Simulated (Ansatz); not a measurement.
The same atomization along the group C, Si, Ge.

Gas-phase electronic energies from Ansatz, PBE0-D4/def2-TZVP geometries. CBS: MP2 limit from def2 TZ/QZ plus the TZ coupled-cluster correction, frozen cores. This one scheme is used for every species, atoms too. Functionals use def2-TZVPP. Open shells (•) are unrestricted, without spin–orbit coupling. Spin–orbit coupling would lower the free atoms: a little for C, O, Si; clearly for Ge. Bonds to Ge are less sure, by a few kJ/mol each and by 10 to 20 or more in all where they break to atoms, as the def2 sets lack core-valence functions. Scalar relativity is left out up to krypton.

```csv
reaction,PBE0-D4 (kcal/mol),ωB97M-V (kcal/mol),CCSD(T)/CBS(def2) (kcal/mol)
`[CH2]OC`• → 5 H• + O• + 2 C•,699.2,697.1,694.6
`[SiH2]O[SiH3]`• → 5 H• + O• + 2 Si•,588.2,599.0,601.3
`[GeH2][O][GeH3]`• → 5 H• + O• + 2 Ge•,509.9,516.1,523.2
```

Largest T1 diagnostic: 0.016, for `[CH2]OC`•.

For atomizations the MP2-based limit and the directly extrapolated one differ by several kJ/mol either way, and by 10 to 25 for some Ge, Se and Sn compounds, so smaller differences from it don't rank the levels.
